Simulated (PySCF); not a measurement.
Zn(I)(Me) (CH₃IZn), SMILES [CH3][Zn][I].

Geometry optimised at PBE0-D3(BJ)/def2-SVP. The def2 effective core potentials stand for the cores of I; spin–orbit coupling is left out.

Method: C-PCM-B3LYP/def2-SVP (PySCF).

The values are the electrostatic part of the solvation free energy, E(continuum) − E(gas) at the gas-phase geometry, in a cavity of scaled van der Waals radii (PySCF's table); cavitation and dispersion terms are not included. A continuum can't describe solvent molecules that bind to the metal. In vacuum the orbital gap is 6.23 eV. The dipole moment in vacuum is 2.25 D.

| solvent | ε | ΔG(elec) (kcal/mol) | dipole (D) | gap (eV) |
|---|---|---|---|---|
| water | 78.36 | -11.6 | 3.27 | 6.88 |
| dichloromethane | 8.93 | -10.1 | 3.14 | 6.79 |
| acetonitrile | 35.69 | -11.4 | 3.25 | 6.86 |
